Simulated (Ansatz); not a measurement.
The cluster NaI₂, relaxed as a doublet with UKS B3LYP-D4/def2-TZVP in Ansatz, starting from the GFN1-xTB geometry. Force threshold 0.02 eV/Å.

In the def2 sets I takes a core potential; there is no spin–orbit coupling. The relaxation made no stability test and no search for a lower SCF solution. The structure comes from a short search, and lower isomers may exist.

Start:

```csv
atom,x (Å),y (Å),z (Å)
Na1,0.862,1.046,-0.805
I2,-1.704,-0.194,-0.538
I3,0.842,-0.852,1.343
```

| step | energy (eV) | largest force component (eV/Å) | SCF passes |
| --- | --- | --- | --- |
| 1 | -20626.4921 | 0.285 | 19 |
| 2 | -20626.5174 | 0.040 | 27 |
| 3 | -20626.5181 | 0.012 | 25 |

Force components are those of the run's own axes.

End:

```xyz
3

Na    0.8568    1.0391   -0.7988
I    -1.7593   -0.1764   -0.5829
I     0.9025   -0.8626    1.3817
```

By distances, no bond broke or formed. The bond that changes most is I2–I3, from 3.23 to 3.38 Å (atoms count from 1).

No frequencies were taken in this run, so the end may be a saddle point.

It took 6.5 s on 4 threads of Arm Neoverse V1 on a shared host.
